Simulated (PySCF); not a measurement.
# Pb: electron affinity

Pb- [Xe] 4f14 5d10 6s2 6p3 (4S) → Pb [Xe] 4f14 5d10 6s2 6p2 (3P), as a difference of total energies. Computed with PySCF 2.14 in aug-cc-pwCVTZ-PP with ECP60MDF (8s7p6d4f1g, 96 functions), with scalar relativity through the core potential. Correlated levels: valence: 5s2 5p6 5d10 frozen; valence and next inner shell: nothing frozen outside the core potential. The calculations carry no spin-orbit coupling.

Problem. Order these methods by the electron affinity they give, lowest first.
A. SCS-MP2 (valence)
B. UHF
C. LDA
D. MP2 (valence and next inner shell)

Solution. B (0.862 eV), A (1.076 eV), D (1.302 eV), C (1.473 eV).

Spin-orbit coupling is strong in these open shells (close to jj coupling). The scalar numbers leave it out and a first-order estimate fails, so it can dominate the gap to the real levels.

Errors of the correlated levels include the incompleteness of this basis and the frozen core.

In the anion the highest occupied orbital energy is positive at LDA, PBE, PBE0, r2SCAN, TPSSh, B97-3, r2SCANh, a self-interaction effect; the basis confines that electron, and the energy difference can still be sensible.

For comparison: 0.357 eV (measured; photodetachment measurements, as compiled on the Wikipedia data page of electron affinities).
